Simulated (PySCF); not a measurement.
A calculated (LDA, PySCF 2.14, aug-cc-pVTZ with one added diffuse shell each of s, p, d, f, g type, no relativity, point nucleus) atom or ion has these occupied shells.

| shell | electrons | orbital energy (eV) | rms radius, mean of both spins (bohr) |
| --- | --- | --- | --- |
| 1s α | 1 | -7508.4 | 0.0659 |
| 1s β | 1 | -7508.3 | 0.0659 |
| 2s α | 1 | -890.42 | 0.281 |
| 2s β | 1 | -888.72 | 0.281 |
| 2p α | 3 | -775.28 | 0.251 |
| 2p β | 3 | -773.97 | 0.251 |
| 3s α | 1 | -109.45 | 0.844 |
| 3s β | 1 | -106.12 | 0.844 |
| 3p α | 3 | -75.040 | 0.893 |
| 3p β | 3 | -71.760 | 0.893 |
| 3d α | 5 | -18.694 | 1.20 |
| 3d β | 2 | -15.890 | 1.20 |
| 4s α | 1 | -13.502 | 2.77 |

(1) Name the element and its charge.

Results:

(1) Co⁺ (cobalt, charge +1), in [Ar] 3d7 4s1, high-spin 5F determinant (an excited configuration).
